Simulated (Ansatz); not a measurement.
Coupled-cluster run, CH7GeInO (`[GeH3][O][CH2][InH2]`).

```yaml
crystal:
  periodic: [false, false, false]
  atoms:
    - {symbol: Ge, position_ang: [-0.194096, 2.107832, 0.482567]}
    - {symbol: O, position_ang: [0.492012, 0.466868, 0.345428]}
    - {symbol: C, position_ang: [-0.312228, -0.512660, -0.282076]}
    - {symbol: In, position_ang: [0.725806, -2.424128, -0.326148]}
    - {symbol: H, position_ang: [-0.497808, 2.635555, -0.933863]}
    - {symbol: H, position_ang: [0.879259, 2.941869, 1.190050]}
    - {symbol: H, position_ang: [-1.499236, 2.029556, 1.299586]}
    - {symbol: H, position_ang: [-0.566765, -0.231237, -1.315675]}
    - {symbol: H, position_ang: [-1.271397, -0.650137, 0.240848]}
    - {symbol: H, position_ang: [-0.061060, -3.789247, -1.049840]}
    - {symbol: H, position_ang: [2.305504, -2.574271, 0.349122]}
basis:
  gaussian: {orbitals: def2-TZVPP}
correlation: {method: ccsd_t}
output: {orbitals: {seedname: orbitals}}
```

```sh
$ ansatz run in.yaml --threads 4 --pin off --events-out ev --progress --plain --max-ram 10444MiB
```

The program prints (abridged):

```
Functional definition: HF
1728 factors; integrals over basis functions are off by at most 1.1e-3 eV
mean field evaluation 1: about -64797.2789 eV, gradient 3.7e1 eV
mean field evaluation 2: about -64797.4439 eV, gradient 3.7e1 eV
mean field evaluation 4: about -64800.7218 eV, gradient 4.1e0 eV
mean field evaluation 8: about -64800.7810 eV, gradient 2.7e-1 eV
mean field -64800.78124257 eV, -2381.3847871175 hartree, gradient 1.9e-6 eV, S^2 0.000000; 0 other end points of the search recorded, 0 dependent functions left out
15 core orbitals not correlated: weight in the atoms' cores, before any rotation towards them, 1.000 or more for the frozen orbitals, at most 0.000 for the correlated occupied ones
reference -64800.78124257 eV, -2381.3847871175 hartree; 22, 22 occupied and 221, 221 virtual orbitals, 1728 factors
second order -26.41341531 eV of doubles, -0.00000000 eV of singles
cycle   1  -26.22490857 eV  change    1.9e-1 eV  update   1.3e-1
cycle   2  -27.02101850 eV  change   -8.0e-1 eV  update   3.8e-2
cycle   3  -27.16257825 eV  change   -1.4e-1 eV  update   2.0e-2
cycle   4  -27.14745503 eV  change    1.5e-2 eV  update   5.0e-3
cycle   5  -27.14486657 eV  change    2.6e-3 eV  update   2.2e-3
cycle   6  -27.14531107 eV  change   -4.4e-4 eV  update   6.5e-4
cycle   7  -27.14504803 eV  change    2.6e-4 eV  update   3.1e-4
cycle   8  -27.14501944 eV  change    2.9e-5 eV  update   1.2e-4
cycle   9  -27.14508346 eV  change   -6.4e-5 eV  update   4.8e-5
cycle  10  -27.14509574 eV  change   -1.2e-5 eV  update   1.7e-5
perturbative correction -0.93775774 eV, -0.0344619611 hartree
Total energy: -64828.86409605 eV, -2382.4168129475 hartree
```

It took 78 s on 4 threads of an Intel Xeon 6975P-C on a shared host, with 7.2 GiB of host memory at the peak.

MP2 recovers 94.1 % of the CCSD(T) correlation energy and the triples give 3.3 %; T1 = 0.0132.
